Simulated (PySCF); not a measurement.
**PBE beside CCSD(T) along group 13: bonds to F**

PBE and CCSD(T) in PySCF with def2-TZVPPD on every atom (core potentials on In), for the lowest determinant that a PBE0 search found; no spin–orbit coupling.

```tsv
molecule	state (unpaired electrons)	PBE Re (Å)	PBE ωe (cm⁻¹)	PBE De (eV)	CCSD(T) Re (Å)	CCSD(T) ωe (cm⁻¹)	CCSD(T) De (eV)
BF	singlet (closed shell)	1.277	1350	8.07	?	?	?
AlF	singlet (closed shell)	1.686	742	7.05	1.669	785	6.85
GaF	singlet (closed shell)	1.813	580	6.31	1.785	622	6.05
InF	singlet (closed shell)	2.026	493	5.81	1.996	529	5.51
```

Question: Estimate the CCSD(T) values of BF by adding the mean shift from PBE to CCSD(T) of the other rows, and compare with the calculation.

Answer: The mean shifts are -2.5 pm, +40 cm⁻¹ and -0.25 eV, which give 1.252 Å, 1390 cm⁻¹ and 7.82 eV. CCSD(T)/def2-TZVPPD gives Re = 1.274 Å, ωe = 1386 cm⁻¹, De = 7.69 eV.

Question: What are the mean differences of PBE from CCSD(T) over the whole series?

Answer: Re +1.9 pm, ωe -39 cm⁻¹, De +0.28 eV.

In a basis of this size CCSD(T) is itself not converged; it tends to give bonds that are too long and too weak.

Correlated steps freeze the inner cores (2 to 10 orbitals); shallow outer-core shells are correlated. These are scalar-relativistic numbers at best; spin–orbit coupling would shift them, the dissociation energy most. Where the molecule has an RHF reference, its open-shell atoms are computed with UHF.
